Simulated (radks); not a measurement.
Values are calculated unless marked as measured or tabulated.
The nickel ion Ni2+ inside a hard spherical wall (all orbitals vanish at R), configuration held at [Ar] 3d8 and not refilled when levels cross. Level of theory: non-relativistic Kohn-Sham, LDA (Slater exchange, Perdew-Wang correlation), spin-unpolarised, spherical densities, point nucleus (a radial shooting solver on a logarithmic mesh with Libxc functionals). Eigenvalues in eV, with the zero of energy where the potential of the charges vanishes at infinity; a dash marks a level that is unbound or too diffuse for the functional's potential to be trusted. A positive occupied level is held by the wall or, in an anion where self-interaction has pushed it up, behind a barrier. The pressure on the wall is -dE/dV.

R (bohr) = free: E (hartree) -1504.58469; kinetic (hartree) 1502.927; e(2p) -859.31; e(3s) -127.13; e(3p) -90.225; e(3d) -28.903; e(4s, empty) -21.476; e(4p, empty) -14.947; pressure (GPa) 0
R (bohr) = 12: E (hartree) -1504.58469; kinetic (hartree) 1502.927; e(2p) -859.31; e(3s) -127.13; e(3p) -90.225; e(3d) -28.903; e(4s, empty) -21.476; e(4p, empty) -14.947; pressure (GPa) < 0.0001
R (bohr) = 10: E (hartree) -1504.58469; kinetic (hartree) 1502.927; e(2p) -859.31; e(3s) -127.13; e(3p) -90.225; e(3d) -28.903; e(4s, empty) -21.476; e(4p, empty) -14.947; pressure (GPa) < 0.0001
R (bohr) = 8: E (hartree) -1504.58469; kinetic (hartree) 1502.927; e(2p) -859.30; e(3s) -127.13; e(3p) -90.225; e(3d) -28.903; e(4s, empty) -21.475; e(4p, empty) -14.936; pressure (GPa) < 0.0001
R (bohr) = 6: E (hartree) -1504.58461; kinetic (hartree) 1502.928; e(2p) -859.30; e(3s) -127.12; e(3p) -90.219; e(3d) -28.897; e(4s, empty) -21.423; e(4p, empty) -14.717; pressure (GPa) 0.0134
R (bohr) = 3.5: E (hartree) -1504.54746; kinetic (hartree) 1503.199; e(2p) -857.91; e(3s) -125.97; e(3p) -89.089; e(3d) -27.749; e(4s, empty) -16.989; e(4p, empty) -7.571; pressure (GPa) 17.0
R (bohr) = 3: E (hartree) -1504.46078; kinetic (hartree) 1503.701; e(2p) -855.76; e(3s) -124.29; e(3p) -87.445; e(3d) -25.985; e(4s, empty) -10.991; e(4p, empty) 0.236; pressure (GPa) 78.4
R (bohr) = 2.5: E (hartree) -1504.15296; kinetic (hartree) 1505.274; e(2p) -850.38; e(3s) -120.34; e(3p) -83.542; e(3d) -21.562; e(4s, empty) 3.872; e(4p, empty) 17.942; pressure (GPa) 419
R (bohr) = 1.5: E (hartree) -1496.09034; kinetic (hartree) 1538.859; e(2p) -789.40; e(3s) -78.300; e(3p) -39.322; e(3d) 29.355; e(4s, empty) 178.06; e(4p, empty) 197.82; pressure (GPa) 30900
